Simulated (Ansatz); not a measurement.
Species: methylgermane, CH6Ge (charge 0, singlet). 
Geometry from a B3LYP-D3(BJ)/def2-TZVP (Ansatz, a program for electronic structure) optimisation:
SMILES: [CH3][GeH3]
```xyz
8

C      1.5702     0.1094     0.0435
Ge    -0.3901    -0.0272    -0.0108
H      2.0058    -0.8449     0.3378
H      1.8746     0.8694     0.7623
H      1.9557     0.3820    -0.9383
H     -0.8245    -1.1012    -1.0263
H     -1.0098     1.3206    -0.4267
H     -0.9391    -0.4126     1.3761
```

Property: vertical ionisation energy (to the doublet state of charge +1; each state is the SCF solution reached for its spin; the molecule has degenerate orbitals, so one determinant may break the symmetry), in eV. Correlated levels leave the core frozen unless marked. Open shells are spin-unrestricted. Spin-orbit coupling is left out. The frozen core is the preceding noble-gas configuration, with the filled d and f shells of earlier blocks. No relativistic terms. CBS(X,Y): correlation extrapolated as X^-3; Hartree-Fock from the larger set.

```
level                                 program  vertical ionisation energy (eV)
------------------------------------  -------  -------------------------------
r2SCAN/def2-TZVPD                      Ansatz                       (withheld)
PBE0/def2-TZVPD                        Ansatz                       (withheld)
BHLYP/def2-TZVPD                       Ansatz                            11.12
B2PLYP/def2-TZVPD                      Ansatz                            11.20
SCS-MP2/aug-cc-pVQZ                    Ansatz                            11.40
CCSD/aug-cc-pVQZ                       Ansatz                       (withheld)
CCSD/def2-QZVPPD                       Ansatz                            11.27
CCSD(T)/CBS(aug-cc-pVTZ,aug-cc-pVQZ)   Ansatz                       (withheld)
```

Question: Complete the blanks.

Answer: 
- r2SCAN/def2-TZVPD, vertical ionisation energy (eV): 11.06
- PBE0/def2-TZVPD, vertical ionisation energy (eV): 11.14
- CCSD/aug-cc-pVQZ, vertical ionisation energy (eV): 11.28
- CCSD(T)/CBS(aug-cc-pVTZ,aug-cc-pVQZ), vertical ionisation energy (eV): 11.37
